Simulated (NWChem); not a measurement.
Molecule: C3H6Si; SMILES C(#C)[SiH2]C

```xyz
10

Si    -0.5930    -0.5319    -0.0005
C      0.8916    -1.6955    -0.0005
C     -0.0317     1.2235    -0.0001
C      0.3647     2.3869     0.0001
H     -1.4451    -0.7570     1.2197
H     -1.4449    -0.7565    -1.2208
H      1.5191    -1.5271    -0.8981
H      1.5180    -1.5287     0.8981
H      0.5546    -2.7518    -0.0017
H      0.7097     3.4128     0.0002
```
Atoms are numbered in this order, from 1.

Program: NWChem. Geometry: optimised at PBE-D3(BJ)/def2-SVP. Level: M06-2X/def2-SVP with SMD (1 M gas to 1 M solution), gas-phase geometry. Reactions with the solvent are ignored.

For solvent 1-octanol:

```yaml
solvation free energy (kcal/mol): -0.9
cavity-dispersion-structure term (kcal/mol): 2.7
```

Q: What are these values for solvent chloroform?

A: solvation free energy (kcal/mol): -2.2
cavity-dispersion-structure term (kcal/mol): 0.9
